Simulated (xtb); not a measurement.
CdClI, SMILES [Cl][Cd][I]. All values are semi-empirical tight-binding results from xtb (GFN2-xTB unless named), good for trends rather than for accurate numbers. Geometry: GFN2-xTB.

For metal compounds this method's bond lengths and energies can be far off.

```json
{
  "point_group_as_xtb_finds_it": "Cs",
  "orbital_gap": "3.51 eV",
  "zero_point_energy": "0.7 kcal/mol",
  "G − E(el) at 298.15 K (modified RRHO)": "-19.4 kcal/mol"
}
```
